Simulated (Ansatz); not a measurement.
```yaml
crystal:
  periodic: [false, false, false]
  atoms:
    - {symbol: Zr, position_ang: [-1.131005, 0.917226, -0.419945]}
    - {symbol: Zr, position_ang: [-0.429070, -1.448762, 0.117784]}
    - {symbol: B, position_ang: [0.966382, 0.149050, -0.605704]}
    - {symbol: B, position_ang: [0.593683, 0.382496, 0.907865]}
basis:
  gaussian: {orbitals: def2-mTZVP, point_charges: [{charge: 0.50, position_ang: [5.633, -0.723, 0.248]}]}
hamiltonian: {xc: {name: BLYP}}
scf: {lower_state_search: off}
```

```sh
$ ansatz run in.yaml --threads 4 --pin off --events-out ev --progress --plain --max-ram 3916MiB
```

It prints (some lines left out):

```
Functional definition: BLYP
990 factors; their error is unknown
mean field evaluation 1: about -3874.8995 eV, gradient 9.7e1 eV
mean field evaluation 2: about -3627.5820 eV, gradient 1.9e2 eV
mean field evaluation 4: about -3856.2402 eV, gradient 1.1e2 eV
mean field evaluation 8: about -3905.1973 eV, gradient 7.6e-1 eV
mean field -3905.20118497 eV, -143.5134965072 hartree, gradient 1.9e-6 eV, S^2 0.000000; 0 other end points of the search recorded, 0 dependent functions left out
reference -3905.20144941 eV, -143.5135062252 hartree; 17, 17 occupied and 87, 87 virtual orbitals, 990 factors
Total energy: -3905.20144941 eV, -143.5135062252 hartree
Checks for a lower state left out: stability, starts, cluster_reference, orbital_swaps, neighbouring_geometries, increment
```

Hardware: 4 threads of AMD EPYC 7R43 on a shared host. Wall time 0.95 s.

In the def2 sets Zr takes a core potential; there is no spin–orbit coupling. The restricted singlet is unstable towards broken spin symmetry at other levels; at RKS BLYP/def2-mTZVP this wasn't settled.
